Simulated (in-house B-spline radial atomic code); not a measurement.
## Ionising Ru VI (Ru5+) with different functionals

Computed with a radial B-spline atomic code at the basis-set limit: non-relativistic Hamiltonian, point nucleus, spin-polarised at highest spin, spherical fractional occupations for the functionals, and exact exchange of hybrids averaged over the configuration. The ionisation energy is the difference of two self-consistent energies, [Kr] 4d3 → [Kr] 4d2, without Breit or QED terms; ε is the level of the shell that loses the electron (its least bound occupied spin orbital). There is no spin-orbit coupling in this Hamiltonian.

| method | rung | ΔSCF (eV) | -ε(4d) (eV) |
| --- | --- | --- | --- |
| PBE0 | global hybrid | 77.65 | 71.72 |
| B3LYP | global hybrid | 77.58 | 71.19 |
| TPSSh | global hybrid | 77.57 | 70.32 |
| M06-2X | global hybrid | 77.31 | 73.89 |
| BHandHLYP | global hybrid | 77.42 | 73.69 |
| r2SCAN0 | global hybrid | 77.73 | 71.89 |
| B97-1 | global hybrid | ? | ? |
| HSE06 | range-separated hybrid | 77.62 | 71.28 |
| wB97X | range-separated hybrid | 77.31 | 74.03 |
| CAM-B3LYP | range-separated hybrid | 77.54 | 73.11 |
| LC-wPBE | range-separated hybrid | ? | ? |

(1) What does LC-wPBE give?

(2) What does B97-1 give?

(3) Among the functionals, which spreads more, the ΔSCF values or the orbital energies?

(4) How do they compare with the NIST value?

Answers

(1) ΔSCF 77.66 eV, and -ε(4d) = 74.64 eV.

(2) ΔSCF 77.43 eV, and -ε(4d) = 71.12 eV.

(3) The orbital energies: ΔSCF values span about 0.42 eV and the orbital energies 4.31 eV; here energy differences depend much less on the functional than eigenvalues do.

(4) NIST lists 76 eV ± 2 (tabulated theory, ground level to ground level). Errors run from +1.31 to +1.73 eV; all lie within about twice that uncertainty, so the table can't rank the methods.
